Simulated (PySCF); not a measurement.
# Zr³⁺ (zirconium, charge +3) across methods

[Kr] 4d1, 2D determinant. Calculation: PySCF 2.14, in dyall-av2z; the non-relativistic Hamiltonian (point nucleus).

| method | E (hartree) | mean ε 4p α (eV) | mean ε 4p β (eV) | mean ε 4d α (eV) | Σ⟨r²⟩ (bohr²) | ⟨S²⟩ |
| --- | --- | --- | --- | --- | --- | --- |
| PBE0 | -3539.03 | -61.631 | -60.705 | -30.773 | 24.44 | 0.751 |
| UHF | -3537.53357 | -67.724 | -66.022 | -34.380 | 24.54 | 0.752 |
| LDA | -3535.15 | -59.307 | -58.663 | -29.152 | 24.48 | 0.750 |
| revPBE | -3539.10 | -59.140 | -58.444 | -29.280 | 24.46 | 0.751 |
| r2SCAN0 | -3539.37 | -62.165 | -61.175 | -30.942 | 24.42 | 0.751 |
| B3LYP | -3539.39 | -61.095 | -60.262 | -30.459 | 24.50 | 0.751 |
| PBE | -3538.90 | -59.172 | -58.475 | -29.274 | 24.47 | 0.750 |
| r2SCAN | -3539.35 | -59.992 | -59.192 | -29.506 | 24.42 | 0.751 |

A non-relativistic calculation at this Z misses sizeable relativistic shifts.
